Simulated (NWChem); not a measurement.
Species: bicarbonate (CHO$_{3}$ anion); SMILES O=C([O-])O

```xyz
5

O     -0.5888    -1.1382     0.0000
C      0.0376     0.1589     0.0000
O      1.2885     0.1119     0.0000
O     -0.7567     1.1062     0.0000
H      0.1640    -1.7427     0.0000
```
Atoms are numbered in this order, from 1.

Results from NWChem. Coordinates come from a B3LYP/def2-SVPD optimisation. Level: M05-2X/aug-cc-pVDZ with SMD (1 M gas to 1 M solution), gas-phase geometry. Reactions with the solvent are ignored.

```
solvent             dielectric constant  solvation free energy (kcal/mol)  cavity-dispersion-structure term (kcal/mol)
------------------  -------------------  --------------------------------  -------------------------------------------
water                              78.4                             -74.2                                          4.1
dimethyl sulfoxide                 46.8                             -58.8                                         -2.2
chloroform                         4.71                             -49.1                                          1.6
1-octanol                          9.86                             -63.8                                          4.5
```
